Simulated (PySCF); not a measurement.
acetonitrile (C₂H₃N), SMILES CC#N. Atoms are numbered in the order given.

```xyz
6

C      0.0000     0.0000    -1.1739
C      0.0000     0.0000     0.2805
N      0.0000     0.0000     1.4298
H      0.8864     0.5118    -1.5495
H      0.0000    -1.0235    -1.5495
H     -0.8864     0.5118    -1.5495
```
Charge 0, spin multiplicity 1.

Geometry: B3LYP-D3(BJ)/def2-TZVP.

Method: PBE0/pcJ-1 (PySCF).

Isotropic couplings with Fermi-contact, spin-dipole and both spin-orbit terms, one fixed conformer, no vibrational averaging. Isotopes: 13C, 14N, 1H.

Computed spin–spin coupling constants:
| pair | bonds apart | J (Hz) |
|---|---|---|
| C1–C2 | 1 | 65.0 |
| C1–H4 | 1 | 132.8 |
| C1–H5 | 1 | 132.8 |
| C1–H6 | 1 | 132.8 |
| C2–N3 | 1 | 13.8 |
| C1–N3 | 2 | -2.2 |
| C2–H4 | 2 | -10.8 |
| C2–H5 | 2 | -10.8 |
| C2–H6 | 2 | -10.8 |
| H4–H5 | 2 | -17.9 |
| H4–H6 | 2 | -17.9 |
| H5–H6 | 2 | -17.9 |
| N3–H4 | 3 | 1.0 |
| N3–H5 | 3 | 1.0 |
| N3–H6 | 3 | 1.0 |
